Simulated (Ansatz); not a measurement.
```yaml
atoms:
  - { symbol: C, position_ang: [0.0000, 0.0000, -1.0298] }
  - { symbol: Cl, position_ang: [0.0000, 0.0000, 0.6035] }
  - { symbol: H, position_ang: [0.0000, -0.9537, -1.3603] }
  - { symbol: H, position_ang: [-0.8259, 0.4768, -1.3603] }
  - { symbol: H, position_ang: [0.8259, 0.4768, -1.3603] }
```

Basis set: def2-TZVP (spherical functions). Correlated methods keep 6 orbitals frozen. Charge 0, multiplicity 1.

Computed with Ansatz (development build ahead of 0.2.0); each method stands on the lowest determinant of its kind that the runs found. Restricted open shells among the atoms or ions are ROHF, correlated in semicanonical orbitals with singles.

**Question.** Give the atomization energy at this shape (free ground-state atoms in the same class of orbitals less the molecule, no zero-point energy) of singlet CH₃Cl by RHF-MP2, RHF.

**Answer.**

```csv
method,atomization energy
RHF-MP2,15.94 eV
RHF,12.48 eV
```

Caution: the shape is not the minimum.
